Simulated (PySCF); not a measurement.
Isomers of C7H13NSi2, mass 167.059 u with the commonest isotopes. Theory: PBE0/pcSseg-1 in PySCF (dipole) on a GFN2-xTB geometry, gas phase. One conformer each, none proved a minimum here; rigid rotors.

Question: Order these by radius of gyration √(Σ m r²/M), largest first.
A. `[CH:1]#[C:2][C:3]#[C:4][Si@@H:5]([CH2:6][CH2:7][CH3:8])[SiH2:9][NH2:10]` with C4–Si5–C6–C7 -59°, Si5–C6–C7–C8 -178°, C4–Si5–Si9–N10 59°, Si5–Si9–N10–H 174° and -48°
B. `[CH3:1][C:2]#[C:3][CH2:4][CH2:5][CH2:6][SiH2:7][SiH2:8][C:9]#[N:10]` with C3–C4–C5–C6 65°, C4–C5–C6–Si7 -167°, C5–C6–Si7–Si8 64°, C6–Si7–Si8–C9 42°
C. `[SiH3:1][CH2:2][CH2:3][SiH2:4][c:5]1[cH:6][cH:7][cH:8][cH:9][n:10]1` with Si1–C2–C3–Si4 178°, C2–C3–Si4–C5 -173°, C3–Si4–C5–C6 -179°
D. `[CH2:1]=[CH:2][CH2:3][C:4]1=[CH:5][Si@@H:6]([NH:7][SiH3:8])[CH:9]=[CH:10]1` with C1–C2–C3–C4 -114°, C2–C3–C4–C5 -108°, C5–Si6–N7–Si8 -172°
E. `[CH:1]#[C:2][CH2:3][C@@:4]([CH3:5])([C:6]#[CH:7])[N:8]([SiH3:9])[SiH3:10]` with C2–C3–C4–C5 -179°, C3–C4–N8–Si9 44°
F. `[CH:1]#[C:2][Si@@:3]([NH2:4])([CH2:5][CH3:6])[SiH2:7][C:8]#[C:9][CH3:10]` with C2–Si3–N4–H 64° and -74°, C2–Si3–C5–C6 -56°, C2–Si3–Si7–C8 66°
G. `[CH3:1][Si@@:2]([NH2:3])([SiH3:4])[c:5]1[cH:6][cH:7][cH:8][cH:9][cH:10]1` with C1–Si2–N3–H 180° and -39°, C1–Si2–C5–C6 -86°
H. `[CH2:1]=[C:2]([CH3:3])[C:4]1=[CH:5][Si@H:6]([NH:7][SiH3:8])[CH:9]=[CH:10]1` with C1–C2–C4–C5 -154°, C5–Si6–N7–Si8 173°

Answer: C (3.071 Å), A (2.964 Å), D (2.881 Å), H (2.834 Å), F (2.772 Å), B (2.647 Å), G (2.505 Å), E (2.229 Å).

Question: Order these by out-of-plane moment Σ m c² = (Ia + Ib − Ic)/2, smallest first.
A. `[SiH3:1][CH2:2][CH2:3][SiH2:4][c:5]1[cH:6][cH:7][cH:8][cH:9][n:10]1` with Si1–C2–C3–Si4 178°, C2–C3–Si4–C5 -173°, C3–Si4–C5–C6 -179°
B. `[CH3:1][C:2]#[C:3][CH2:4][CH2:5][CH2:6][SiH2:7][SiH2:8][C:9]#[N:10]` with C3–C4–C5–C6 65°, C4–C5–C6–Si7 -167°, C5–C6–Si7–Si8 64°, C6–Si7–Si8–C9 42°
C. `[CH:1]#[C:2][Si@@:3]([NH2:4])([CH2:5][CH3:6])[SiH2:7][C:8]#[C:9][CH3:10]` with C2–Si3–N4–H 64° and -74°, C2–Si3–C5–C6 -56°, C2–Si3–Si7–C8 66°
D. `[CH2:1]=[C:2]([CH3:3])[C:4]1=[CH:5][Si@H:6]([NH:7][SiH3:8])[CH:9]=[CH:10]1` with C1–C2–C4–C5 -154°, C5–Si6–N7–Si8 173°
E. `[CH:1]#[C:2][C:3]#[C:4][Si@@H:5]([CH2:6][CH2:7][CH3:8])[SiH2:9][NH2:10]` with C4–Si5–C6–C7 -59°, Si5–C6–C7–C8 -178°, C4–Si5–Si9–N10 59°, Si5–Si9–N10–H 174° and -48°
F. `[CH:1]#[C:2][CH2:3][C@@:4]([CH3:5])([C:6]#[CH:7])[N:8]([SiH3:9])[SiH3:10]` with C2–C3–C4–C5 -179°, C3–C4–N8–Si9 44°
G. `[CH3:1][Si@@:2]([NH2:3])([SiH3:4])[c:5]1[cH:6][cH:7][cH:8][cH:9][cH:10]1` with C1–Si2–N3–H 180° and -39°, C1–Si2–C5–C6 -86°

Answer: A (9.09 u·Å²), D (32.61 u·Å²), E (34.02 u·Å²), B (57.53 u·Å²), G (95.46 u·Å²), C (112.95 u·Å²), F (192.94 u·Å²).

Question: Order these by rotational constant B, largest first.
A. `[CH3:1][Si@@:2]([NH2:3])([SiH3:4])[c:5]1[cH:6][cH:7][cH:8][cH:9][cH:10]1` with C1–Si2–N3–H 180° and -39°, C1–Si2–C5–C6 -86°
B. `[CH2:1]=[C:2]([CH3:3])[C:4]1=[CH:5][Si@H:6]([NH:7][SiH3:8])[CH:9]=[CH:10]1` with C1–C2–C4–C5 -154°, C5–Si6–N7–Si8 173°
C. `[CH:1]#[C:2][CH2:3][C@@:4]([CH3:5])([C:6]#[CH:7])[N:8]([SiH3:9])[SiH3:10]` with C2–C3–C4–C5 -179°, C3–C4–N8–Si9 44°
D. `[CH:1]#[C:2][C:3]#[C:4][Si@@H:5]([CH2:6][CH2:7][CH3:8])[SiH2:9][NH2:10]` with C4–Si5–C6–C7 -59°, Si5–C6–C7–C8 -178°, C4–Si5–Si9–N10 59°, Si5–Si9–N10–H 174° and -48°
E. `[CH2:1]=[CH:2][CH2:3][C:4]1=[CH:5][Si@@H:6]([NH:7][SiH3:8])[CH:9]=[CH:10]1` with C1–C2–C3–C4 -114°, C2–C3–C4–C5 -108°, C5–Si6–N7–Si8 -172°
F. `[CH3:1][C:2]#[C:3][CH2:4][CH2:5][CH2:6][SiH2:7][SiH2:8][C:9]#[N:10]` with C3–C4–C5–C6 65°, C4–C5–C6–Si7 -167°, C5–C6–Si7–Si8 64°, C6–Si7–Si8–C9 42°
G. `[CH:1]#[C:2][Si@@:3]([NH2:4])([CH2:5][CH3:6])[SiH2:7][C:8]#[C:9][CH3:10]` with C2–Si3–N4–H 64° and -74°, C2–Si3–C5–C6 -56°, C2–Si3–Si7–C8 66°
H. `[SiH3:1][CH2:2][CH2:3][SiH2:4][c:5]1[cH:6][cH:7][cH:8][cH:9][n:10]1` with Si1–C2–C3–Si4 178°, C2–C3–Si4–C5 -173°, C3–Si4–C5–C6 -179°

Answer: C (935.6 MHz), F (679.9 MHz), D (643.5 MHz), A (614.6 MHz), G (474.1 MHz), B (423.8 MHz), E (394.8 MHz), H (359.8 MHz).

```csv
SMILES,point group,Ia (u·Å²),Ib (u·Å²),Ic (u·Å²),κ,μa (D),μb (D),μc (D)
C[Si@@](N)([SiH3])c1ccccc1,C1,321.63,822.33,953.05,-0.84,0.94,1.27,0.25
CC#CCCC[SiH2][SiH2]C#N,C1,484.31,743.32,1112.56,-0.23,2.08,2.52,0.60
C=CCC1=C[Si@@H](N[SiH3])C=C1,C1,201.84,1280.13,1291.66,-1.00,0.69,0.78,0.00
C#CC#C[Si@@H](CCC)[SiH2]N,C1,716.04,785.39,1433.39,0.65,0.49,0.33,0.66
C#C[Si@@](N)(CC)[SiH2]C#CC,C1,331.07,1066.01,1171.18,-0.92,0.51,1.27,1.29
C#CC[C@@](C)(C#C)N([SiH3])[SiH3],C1,482.52,540.15,636.78,0.12,0.72,0.11,0.77
C=C(C)C1=C[Si@H](N[SiH3])C=C1,C1,182.12,1192.60,1309.49,-0.97,0.54,0.54,0.83
[SiH3]CC[SiH2]c1ccccn1,near Cs,179.84,1404.55,1566.21,-0.97,2.30,0.62,0.03
```
